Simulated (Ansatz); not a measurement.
`BCSC[SiH3]` + `OCS` → `OCSC[SiH3]` + `BCS`  (substitution at a C–S bond)

Computed with Ansatz on PBE0-D4/def2-TZVP structures; ΔE is electronic, products minus reactants. CBS: MP2 limit from def2 TZ/QZ plus the TZ coupled-cluster correction, frozen cores. DFT in def2-TZVPP. One conformer a species, not always the lowest.

```
             level  ΔE (eV)
           PBE0-D4    -0.13
SCS-MP2/def2-TZVPP    -0.11
CCSD(T)/def2-TZVPP    -0.12
    MP2/def2-QZVPP    -0.11
```

(1) What does CCSD(T)/CBS give? (An estimate is asked.)

Largest T1 diagnostic among the species: 0.011.

Answers

(1) Computed: -0.12 eV. The listed levels differ from it by -0.01, 0.01, 0.00, 0.01 eV.

In def2-TZVPP, CCSD(T) changes the Hartree–Fock value by −0.04 eV (the triples alone add −0.01 eV) and MP2 by −0.03 eV.
